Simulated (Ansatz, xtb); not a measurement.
A geometry optimisation of AlGe2H5 with r2SCAN-D4/def2-SVP

The starting geometry of this gas-phase singlet was built from a drawn formula by distance geometry and a force field; its bonds are those of `[AlH]1[GeH2][GeH2]1`.

```yaml
atoms:
  - { symbol: Al, position_ang: [-0.6582, -0.9102, -2.6085] }
  - { symbol: Ge, position_ang: [-0.4445, -1.8967, -0.3442] }
  - { symbol: Ge, position_ang: [-1.4540, 0.2556, -0.5609] }
  - { symbol: H, position_ang: [-0.4018, -1.0559, -4.1803] }
  - { symbol: H, position_ang: [1.0049, -1.8759, 0.2282] }
  - { symbol: H, position_ang: [-1.4119, -3.0549, -0.1079] }
  - { symbol: H, position_ang: [-0.5536, 1.4247, -0.1860] }
  - { symbol: H, position_ang: [-2.9755, 0.2485, -0.4779] }
```

Problem. Where would you expect an optimisation with r2SCAN-D4/def2-SVP to take it?

Solution. It keeps its bonds, and is `[AlH]1[GeH2][GeH2]1`.

The energy falls by 0.34 eV over 5 steps:

```json
{"step": "1", "E − E(last) (eV)": "0.342"}
{"step": "2", "E − E(last) (eV)": "0.018"}
{"step": "3", "E − E(last) (eV)": "0.001"}
{"step": "4", "E − E(last) (eV)": "0.000"}
{"step": "5", "E − E(last) (eV)": "0.000"}
```

Final geometry (Å):

```json
{"atom": "Al", "x (Å)": "-0.6243", "y (Å)": "-0.9374", "z (Å)": "-2.6788"}
{"atom": "Ge", "x (Å)": "-0.3893", "y (Å)": "-1.9609", "z (Å)": "-0.4694"}
{"atom": "Ge", "x (Å)": "-1.4553", "y (Å)": "0.2843", "z (Å)": "-0.7311"}
{"atom": "H", "x (Å)": "-0.4026", "y (Å)": "-1.0260", "z (Å)": "-4.2512"}
{"atom": "H", "x (Å)": "0.9301", "y (Å)": "-1.9851", "z (Å)": "0.3221"}
{"atom": "H", "x (Å)": "-1.3124", "y (Å)": "-3.0834", "z (Å)": "0.0370"}
{"atom": "H", "x (Å)": "-0.6941", "y (Å)": "1.4645", "z (Å)": "-0.1016"}
{"atom": "H", "x (Å)": "-2.9468", "y (Å)": "0.3793", "z (Å)": "-0.3647"}
```

From the same start GFN2-xTB ends elsewhere, differing in Al1–H5 (1.79 against 3.54 Å here), Al1–H6 (1.79 against 3.53 Å here), Al1–H7 (1.79 against 3.52 Å here), Al1–H8 (1.79 against 3.53 Å here).

The end wasn't checked by frequencies. Run with Ansatz 0.2.0, 6.3 s on 2 threads of Intel(R) Xeon(R) 6975P-C (Granite Rapids) (shared host).
